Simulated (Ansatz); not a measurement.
Gas-phase electronic energies from Ansatz, PBE0-D4/def2-TZVP geometries. CCSD(T)/CBS is the MP2 limit (def2-TZVPP, def2-QZVPP) plus CCSD(T) − MP2 in def2-TZVPP, frozen cores. This one scheme is used for every species. Functionals use def2-TZVPP. B3LYP here is the variant with VWN-RPA as its local correlation; programs differ in this. Elements past krypton have def2 core potentials. For Ge, Te outer-core shells are correlated without core-valence functions, which leaves a few kJ/mol of doubt a bond. Scalar relativity is left out up to krypton. One conformer a species, not always the lowest.

`OC[Te][GeH3]` + `CO[SiH2]N` → `CO[SiH2][NH][GeH3]` + `OC[TeH]`  (ligand exchange at a Ge–Te bond)

`OC[Te][GeH3]`:

```xyz
10

O     0.126    1.323   -1.903
C    -0.743    0.374   -1.387
Te    0.197   -1.505   -0.775
Ge    0.541   -0.750    1.635
H     0.780    1.550   -1.236
H    -1.313    0.724   -0.522
H    -1.434    0.092   -2.180
H     1.446    0.496    1.694
H    -0.811   -0.402    2.281
H     1.211   -1.902    2.394
```

`CO[SiH2]N`:

Z-matrix (Å, degrees):
```
C
O 1 1.406
H 1 1.096 2 111.5
H 1 1.097 2 111.6 3 121.4
H 1 1.092 2 108.5 3 -119.3
Si 2 1.645 1 122.7 3 -65.4
N 6 1.706 2 116.5 1 62.3
H 6 1.489 2 109.1 1 -56.3
H 6 1.479 2 103.1 1 -177.3
H 7 1.005 6 122.3 2 -93.4
H 7 1.006 6 123.2 2 68.6
```

`CO[SiH2][NH][GeH3]`:

Cartesian coordinates in Å:
```
C 1.520 -1.733 -1.195
O 1.089 -0.759 -0.277
Si -0.423 -0.766 0.374
N -0.717 0.668 1.242
Ge -0.937 2.344 0.510
H 2.487 -1.426 -1.597
H 0.818 -1.842 -2.032
H 1.640 -2.712 -0.717
H -0.567 -1.920 1.304
H -1.392 -0.880 -0.751
H -0.494 0.659 2.226
H 0.358 3.172 0.606
H -1.319 2.118 -0.959
H -2.061 3.076 1.265
```

`OC[TeH]`:

Cartesian coordinates in Å:
```
O -1.420 0.361 0.217
C -0.174 -0.159 0.540
Te 1.523 0.900 -0.322
H -1.522 0.363 -0.738
H -0.042 -1.203 0.245
H -0.052 -0.072 1.618
H 1.687 -0.190 -1.560
```

| level | ΔE (kcal/mol) |
| --- | --- |
| B3LYP-D4 | 14.1 |
| MP2/def2-QZVPP | 14.5 |

Problem. What does CCSD(T)/CBS give? (Best estimate.)

Solution. Ansatz gave: +13.8 kcal/mol. The listed levels differ from it by 0.3, 0.7 kcal/mol.

Largest T1 diagnostic among the species: 0.011.
